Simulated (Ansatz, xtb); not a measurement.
Relative energy of two isomers of CH4AlFO

Structure a: `C[O][AlH][F]`, a singlet. Structure b: `[F][Al@@H-]1[CH2][OH+]1`, a singlet. Both are isolated molecules in the gas phase, relaxed with PBE0-D3(BJ)/pcseg-1; the shapes shown needn't be the lowest conformers.

a (Å):

```yaml
atoms:
  - { symbol: C, position_ang: [-0.9693, -0.5774, 1.7238] }
  - { symbol: Al, position_ang: [-2.0637, 2.0447, 1.1518] }
  - { symbol: F, position_ang: [-0.8274, 3.0296, 1.7001] }
  - { symbol: O, position_ang: [-1.8956, 0.3710, 1.2717] }
  - { symbol: H, position_ang: [-1.4249, -1.1954, 2.5086] }
  - { symbol: H, position_ang: [-0.6813, -1.2379, 0.8954] }
  - { symbol: H, position_ang: [-0.0596, -0.1138, 2.1310] }
  - { symbol: H, position_ang: [-3.3583, 2.6706, 0.5359] }
```

b (Å):

```xyz
8

C     0.1644    2.0443    0.5459
Al   -0.4118    0.4195   -0.3484
F     0.2381   -0.9872    0.3098
O    -1.1276    1.4979    1.1381
H    -1.0547    1.3039    2.0835
H     0.9575    1.9956    1.2984
H    -0.0280    3.0774    0.2476
H    -1.3557    0.3130   -1.6038
```

Q: Estimate which is lower in electronic energy at CCSD(T)/def2-TZVP, and by roughly how much.

A: The CCSD(T)/def2-TZVP calculation puts structure a lower, by 1.465 eV.

The same difference at several levels:

| level | geometry | E(b) − E(a) (eV) | departure from the last row (eV) | job, with rough time for the two |
| --- | --- | --- | --- | --- |
| PBE0-D3(BJ)/pcseg-1 | PBE0-D3(BJ)/pcseg-1 | +1.370 | −0.096 | optimisation, 79 s |
| HF/def2-TZVP | PBE0-D3(BJ)/pcseg-1 | +1.637 | +0.172 | part of the CCSD(T) run |
| MP2/def2-TZVP | PBE0-D3(BJ)/pcseg-1 | +1.505 | +0.040 | part of the CCSD(T) run |
| CCSD(T)/def2-TZVP | PBE0-D3(BJ)/pcseg-1 | +1.465 |  | single point, 50 s |

As drawn, b has 1 C–Al, 1 O–H in place of 1 C–H. Structure a has no ring, b a 3-membered ring.

None of the levels shown reverses the order. The largest departure from CCSD(T)/def2-TZVP is that of HF/def2-TZVP, 0.172 eV. Levels run at GFN2-xTB geometries aren't shown.

With harmonic frequencies from PBE0-D3(BJ)/pcseg-1 (ideal gas, rigid rotor, one conformer each, 400 K, 1 atm): on the last row, ΔE + ΔZPE = +1.435 eV. A mode under 50 cm⁻¹ makes harmonic enthalpies and free energies unreliable, so none is given.

The correlated steps freeze 8 core orbitals. Run with Ansatz 0.2.0; the last row on 2 threads of Arm Neoverse V1 on a shared host.
